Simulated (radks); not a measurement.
Results of a calculation; reference values are marked as such.
Isoelectronic series with 9 electrons, all held in the configuration [He] 2s2 2p5, which need not be the ground one along the series. Code: a radial shooting solver on a logarithmic mesh with Libxc functionals. Model: scalar-relativistic Kohn-Sham, PBEsol, spin-unpolarised, spherical densities, point nucleus. Total energies (hartree) and orbital eigenvalues (hartree) (* marks an orbital that is empty in some or all of the ions):

ion    E (hartree)        3s*         2p         2s
Te43+  -4865.81025  -117.2712  -265.9857  -282.3385
Cs46+   -5488.5320  -134.0349  -302.7672  -321.9629
Ce49+   -6153.3909  -152.0503  -342.0615  -364.5966
Pm52+   -6861.5715  -171.3555  -383.9021  -410.3545
Gd55+   -7614.3862  -191.9925  -428.3249  -459.3653
Ho58+   -8413.2913  -214.0086  -475.3679  -511.7728
Yb61+   -9259.9062  -237.4563  -525.0718  -567.7390
Ta64+  -10156.0363  -262.3945  -577.4796  -627.4461
